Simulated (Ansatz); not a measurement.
`B1SC[AsH]1`. The species carries charge 0 and has multiplicity 1.

Z-matrix (Å, degrees):
```
C
S 1 1.817
As 1 2.008 2 96.6
H 1 1.089 2 112.1 3 118.9
H 1 1.088 2 110.9 3 -117.9
B 2 1.769 1 88.7 3 8.1
H 3 1.524 1 97.4 2 -102.0
H 6 1.189 2 126.7 1 175.3
```

Task: What are the harmonic wavenumbers in cm⁻¹ at PBE0-D4/def2-TZVP (Ansatz, finite differences of forces, unscaled)? (Best estimate.)

Result: Computed: 154, 331, 537, 575, 614, 660, 743, 758, 815, 848, 979, 1039, 1130, 1435, 2192, 2686, 3102, 3172.

Task: Is this a minimum?

Result: Yes, all 18 modes are real.

Task: Give the ideal-gas thermochemistry at 298.15 K and 1 bar (rigid rotor, harmonic oscillator; point group C1, symmetry number 1).

Result: Zero-point energy 130.2 kJ/mol; H(298) − E = 145.7 kJ/mol; entropy 308.5 J/(mol·K), of which translation 169.9, rotation 109.9, vibration 28.7; G(298) − E = 53.7 kJ/mol.

Task: Rotational constants (cm⁻¹)?

Result: 0.3182, 0.08402, 0.06869.
